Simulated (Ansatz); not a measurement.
`FC([SiH3])[SiH2]Cl` + `C[SiH]([SiH3])I` → `C[SiH]([SiH3])[SiH3]` + `FC(I)[SiH2]Cl`  (redistribution)

Isolated molecules relaxed with PBE0-D4/def2-TZVP in Ansatz; ΔE leaves out vibrations. CCSD(T)/CBS adds triple-zeta CCSD(T) − MP2 to the extrapolated MP2 energy (def2 sets, frozen cores). DFT in def2-TZVPP. B3LYP here is the variant with VWN-RPA as its local correlation; programs differ in this. def2 core potentials past Kr. For I outer-core shells are correlated without core-valence functions, which leaves a few kJ/mol of doubt a bond. One conformer a species, not always the lowest.

```json
{"level": "B3LYP-D4", "ΔE (eV)": "1.18"}
{"level": "MP2/def2-QZVPP", "ΔE (eV)": "1.30"}
```

(1) What does CCSD(T)/CBS give? (Estimate.)

Largest T1 diagnostic among the species: 0.012.

Results:

(1) Computed: +1.23 eV. The listed levels differ from it by -0.05, 0.07 eV.

In def2-TZVPP, CCSD(T) changes the Hartree–Fock value by −0.27 eV (the triples alone add −0.05 eV) and MP2 by −0.18 eV. From PBE to PBE0 (25 % exact exchange), in def2-TZVPP and without D4, ΔE moves by +0.11 eV.
